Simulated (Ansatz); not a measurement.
The cluster Ga2As3⁻. Charge -1, multiplicity 1. Geometry r2SCAN-D4/def2-SVPD.

```xyz
5

Ga   -0.7415    2.4234   -0.5091
Ga    0.6573   -0.8954    1.5255
As    1.3327    0.9828   -0.1204
As   -0.7056   -0.1575   -0.8504
As   -0.5429   -2.3533   -0.0456
```

At HF/def2-TZVPD the restricted singlet is unstable: a solution with broken spin symmetry lies lower. The restricted singlet is unstable towards broken spin symmetry in Hartree–Fock (as tested in another run); at PBE-D4/def2-TZVPD, r2SCAN-D4/def2-TZVPD, PBE0-D4/def2-TZVPD, r2SCAN0-D4/def2-TZVPD this wasn't settled. Another isomer (singlet) lies 0.32 eV lower at PBE0-D4/def2-TZVPD; other spin states weren't run for this one.

(1) Estimate the orbital energies around the gap (eV) in Ansatz with HF/def2-TZVPD, PBE-D4/def2-TZVPD, r2SCAN-D4/def2-TZVPD, PBE0-D4/def2-TZVPD, r2SCAN0-D4/def2-TZVPD.

Answers

(1) 
```csv
orbital,HF/def2-TZVPD,PBE-D4/def2-TZVPD,r2SCAN-D4/def2-TZVPD,PBE0-D4/def2-TZVPD,r2SCAN0-D4/def2-TZVPD
HOMO−9,-16.10,-9.89,-10.47,-11.68,-12.06
HOMO−8,-12.98,-7.87,-8.32,-9.37,-9.69
HOMO−7,-9.29,-5.34,-5.67,-6.56,-6.80
HOMO−6,-8.29,-4.63,-4.94,-5.78,-6.00
HOMO−5,-6.09,-2.91,-3.22,-3.90,-4.11
HOMO−4,-5.07,-2.22,-2.49,-3.10,-3.30
HOMO−3,-4.75,-1.98,-2.23,-2.86,-3.03
HOMO−2,-3.97,-1.57,-1.81,-2.36,-2.54
HOMO−1,-3.09,-0.70,-0.90,-1.47,-1.62
HOMO,-2.46,-0.15,-0.32,-0.91,-1.03
LUMO,3.56,0.83,0.78,1.34,1.30
LUMO+1,4.10,1.32,1.42,1.93,1.98
LUMO+2,4.47,1.93,2.05,2.54,2.61
LUMO+3,4.76,2.03,2.20,2.63,2.74
LUMO+4,5.03,2.53,2.80,3.12,3.30
LUMO+5,5.13,2.89,3.32,3.40,3.70
```
